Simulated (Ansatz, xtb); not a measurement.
## Two isomers of C4H7BCl2

We compare X, `C=C(CC)B(Cl)Cl`, a singlet, with Y, `C=C[C@H](C)B(Cl)Cl`, a singlet. Both are isolated molecules in the gas phase, relaxed with r2SCAN-D4/def2-SVP; the shapes shown needn't be the lowest conformers.

X (Å):

```xyz
14

C    -2.1479    0.3923   -0.4369
C    -0.8517    0.0554   -0.2553
C    -0.3731   -0.4993    1.0694
C    -0.1363   -2.0113    1.0190
B     0.1525    0.2441   -1.4276
Cl    1.8847    0.0178   -1.1718
Cl   -0.3603    0.7135   -3.0493
H    -2.5137    0.7722   -1.3959
H    -2.8805    0.3030    0.3752
H    -1.1151   -0.2666    1.8523
H     0.5659    0.0029    1.3596
H     0.2265   -2.3856    1.9891
H    -1.0668   -2.5470    0.7720
H     0.6153   -2.2728    0.2576
```

Y (Å):

```csv
atom,x (Å),y (Å),z (Å)
C,1.5811,-0.0015,-1.5127
C,0.6419,0.8998,-1.1950
C,-0.1624,0.9286,0.0892
C,0.4042,0.0642,1.2121
B,-1.6051,0.5304,-0.4043
Cl,-2.6102,1.7071,-1.2488
Cl,-2.2360,-1.0988,-0.2049
H,1.8725,-0.8076,-0.8328
H,2.1022,0.0506,-2.4729
H,0.3889,1.6818,-1.9228
H,-0.2168,1.9864,0.4111
H,1.4399,0.3580,1.4458
H,-0.1982,0.1654,2.1276
H,0.4053,-1.0020,0.9403
```

Q: Estimate which is lower in electronic energy at CCSD(T)/def2-SVP + ΔMP2/def2-TZVPP, and by roughly how much.

A: The CCSD(T)/def2-SVP + ΔMP2/def2-TZVPP calculation puts structure X lower, by 4.1 kcal/mol.

The same difference at several levels:

```
                             level            geometry  E(Y) − E(X) (kcal/mol)  departure from the last row (kcal/mol)  job, with rough time for the two
                          GFN2-xTB            GFN2-xTB                      +5.6                                    +1.4              optimisation, 0.26 s
                         HF/STO-3G            GFN2-xTB                      +8.7                                    +4.6              single point, 0.32 s
      r2SCAN-D4/def2-SVP//GFN2-xTB            GFN2-xTB                      +5.0                                    +0.9               single point, 3.3 s
                r2SCAN-D4/def2-SVP  r2SCAN-D4/def2-SVP                      +4.5                                    +0.4                optimisation, 48 s
                       HF/def2-SVP  r2SCAN-D4/def2-SVP                      +5.4                                    +1.3           part of the CCSD(T) run
                      MP2/def2-SVP  r2SCAN-D4/def2-SVP                      +4.5                                    +0.3           part of the CCSD(T) run
                  CCSD(T)/def2-SVP  r2SCAN-D4/def2-SVP                      +4.4                                    +0.3                      single point
CCSD(T)/def2-SVP + ΔMP2/def2-TZVPP  r2SCAN-D4/def2-SVP                      +4.1                                                        single point, 55 s
```

As drawn, both hold the same kinds of bond in the same numbers.

The levels shown agree on the order. The largest departure from CCSD(T)/def2-SVP + ΔMP2/def2-TZVPP is that of HF/STO-3G, 4.6 kcal/mol. The last row adds to CCSD(T) the change of the MP2 difference between the two basis sets, here −0.3 kcal/mol.

With thermal terms from frequencies at re-optimised GFN2-xTB minima (ideal gas, soft modes damped towards free rotors, one conformer each, 298.15 K, 1 atm): the zero-point term adds −0.3 kcal/mol; ΔH is +3.8 and ΔG +3.7 kcal/mol.

The correlated steps freeze 15 core orbitals. Mirror images aren't counted in ΔG. Run with Ansatz 0.2.0, xtb 6.7.1; the last row on 4 threads of Arm Neoverse V2 on a shared host.
